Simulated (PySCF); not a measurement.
Input file for PySCF: R-BP86/LANL2DZ on TePb, 2S+1 = 1, a spin state set in the input, which need not be the lowest, a point of a bond scan (R = 2.668 Å).

```python
from pyscf import gto, scf, dft, mp
from pyscf.data.elements import chemcore

mol = gto.M(
    atom='''
    Te    0.00000000    0.00000000    0.00000000
    Pb    0.00000000    0.00000000    2.66756900
    ''',
    basis='lanl2dz',
    ecp={'Pb': 'lanl2dz', 'Te': 'lanl2dz'},
    charge=0, spin=0, verbose=3, max_memory=1800)
mf = dft.RKS(mol, xc='b88,p86')
mf.conv_tol = 1e-8
mf.max_cycle = 100
mf.kernel()
if not mf.converged:
    mf = mf.newton().run(mf.mo_coeff, mf.mo_occ)
```

Output:

```
converged SCF energy = -11.632806828122
```

The run converged.

Cost: roughly 0.4 core-seconds.
